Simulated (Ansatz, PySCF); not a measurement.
System: C3H8FSi, net charge -1, singlet state. It need not be the lowest isomer of its formula. Whether it binds its extra electron was not tested at this geometry. 
Geometry from a B3LYP-D3(BJ)/def2-TZVP (Ansatz, a first-principles code) optimisation:
SMILES: C[Si](F)([CH2-])C
```xyz
13

Si    -0.1379    -0.0800     0.0073
F      0.2588    -0.1021    -1.6291
C     -1.5901    -0.8401     0.6114
C      1.4642    -0.8355     0.7083
C     -0.0879     1.8022     0.2964
H     -1.6483    -1.9199     0.7401
H     -2.5632    -0.3650     0.4973
H      1.4351    -1.9257     0.6144
H      1.5767    -0.5999     1.7695
H      2.3520    -0.4787     0.1761
H      0.0279     2.0324     1.3585
H     -1.0257     2.2565    -0.0386
H      0.7291     2.2794    -0.2545
```
Charge -1, spin multiplicity 1.

Total electronic energies in hartree. Cores are frozen in the correlated levels unless marked. Spin-orbit coupling is left out. No relativistic terms. 

```json
[
 {"level": "HF/aug-cc-pV(D+d)Z", "program": "Ansatz", "energy (Eh)": "-506.71351"},
 {"level": "HF-D4/def2-TZVPD", "program": "PySCF + dftd4", "energy (Eh)": "-506.82391"},
 {"level": "RI-HF/cc-pV(T+d)Z", "program": "Ansatz", "energy (Eh)": "-506.77808"},
 {"level": "BLYP/def2-TZVPD", "program": "Ansatz", "energy (Eh)": "-508.56767"},
 {"level": "B97M-V/def2-TZVPD", "program": "Ansatz", "energy (Eh)": "-508.54805"},
 {"level": "B3LYP-D3(BJ)/def2-TZVPD", "program": "Ansatz + dftd3", "energy (Eh)": "-508.70273"},
 {"level": "PBE0/6-31G*", "program": "Ansatz", "energy (Eh)": "?"},
 {"level": "PBE0-D3(BJ)/def2-TZVP", "program": "Ansatz + dftd3", "energy (Eh)": "-508.28772"},
 {"level": "BHLYP-D4/def2-TZVPD", "program": "Ansatz + dftd4", "energy (Eh)": "-508.54901"},
 {"level": "TPSSh-D4/def2-TZVPD", "program": "PySCF + dftd4", "energy (Eh)": "-508.69032"},
 {"level": "r2SCAN0/def2-TZVPD", "program": "Ansatz", "energy (Eh)": "?"},
 {"level": "HSE06-D3(BJ)/def2-TZVPD", "program": "Ansatz + dftd3", "energy (Eh)": "-508.27204"},
 {"level": "CAM-B3LYP/def2-TZVPD", "program": "Ansatz", "energy (Eh)": "-508.56886"},
 {"level": "LC-wPBE/def2-TZVPD", "program": "Ansatz", "energy (Eh)": "-508.43690"},
 {"level": "wB97X-V/def2-TZVPD", "program": "Ansatz", "energy (Eh)": "?"},
 {"level": "B2PLYP-D3(BJ)/def2-TZVPD", "program": "Ansatz + dftd3", "energy (Eh)": "-508.36769"},
 {"level": "RPA@PBE/cc-pV(Q+d)Z", "program": "Ansatz", "energy (Eh)": "-508.39411"},
 {"level": "MP2/STO-3G", "program": "Ansatz", "energy (Eh)": "-500.52552"},
 {"level": "MP2/cc-pVTZ", "program": "Ansatz", "energy (Eh)": "-507.69895"},
 {"level": "RI-MP2/cc-pV(T+d)Z", "program": "Ansatz", "energy (Eh)": "-507.70427"},
 {"level": "SCS-MP2/cc-pV(D+d)Z", "program": "Ansatz", "energy (Eh)": "-507.40794"},
 {"level": "CCSD/cc-pV(D+d)Z", "program": "Ansatz", "energy (Eh)": "-507.47063"}
]
```

### Question
What belongs in the gaps?

### Answer

- PBE0/6-31G*, energy (Eh): -508.13510
- r2SCAN0/def2-TZVPD, energy (Eh): -508.48372
- wB97X-V/def2-TZVPD, energy (Eh): -508.53968
